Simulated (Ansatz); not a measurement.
Consider the ligand exchange at the Si–N bond: `[OH][InH][NH][SiH3]` + `[OH][In]([Cl])[O][SiH3]` → `[SiH3][O][In]([Cl])[O][SiH3]` + `[NH2][InH][OH]`.

Gas-phase electronic energies from Ansatz, PBE0-D4/def2-TZVP geometries. CBS: MP2 limit from def2 TZ/QZ plus the TZ coupled-cluster correction, frozen cores. DFT in def2-TZVPP. Elements past krypton have def2 core potentials. For In outer-core shells are correlated without core-valence functions, which leaves a few kJ/mol of doubt a bond. One conformer a species, not always the lowest.

```tsv
species	PBE0-D4 energy (Eh)
`[OH][InH][NH][SiH3]`	-613.04799
`[OH][In]([Cl])[O][SiH3]`	-1092.46177
`[SiH3][O][In]([Cl])[O][SiH3]`	-1383.07751
`[NH2][InH][OH]`	-322.44609
```

(1) Work out ΔE.

Largest T1 diagnostic among the species: 0.016.

Answers

(1) ΔE = (-1383.07751) + (-322.44609) − (-613.04799) − (-1092.46177) = -0.01384 Eh = -36.3 kJ/mol. CCSD(T)/CBS gives -39.6 kJ/mol.

From PBE to PBE0 (25 % exact exchange), in def2-TZVPP and without D4, ΔE moves by −3.8 kJ/mol. In def2-TZVPP, CCSD(T) changes the Hartree–Fock value by +14.7 kJ/mol (the triples alone add +2.5 kJ/mol) and MP2 by +14.8 kJ/mol. Leaving LDA and LC-ωPBE aside and taking each functional with its dispersion term where it has one, the values, not all of them listed here, spread over 15.6 kJ/mol, from BHLYP-D4 to revPBE-D4.
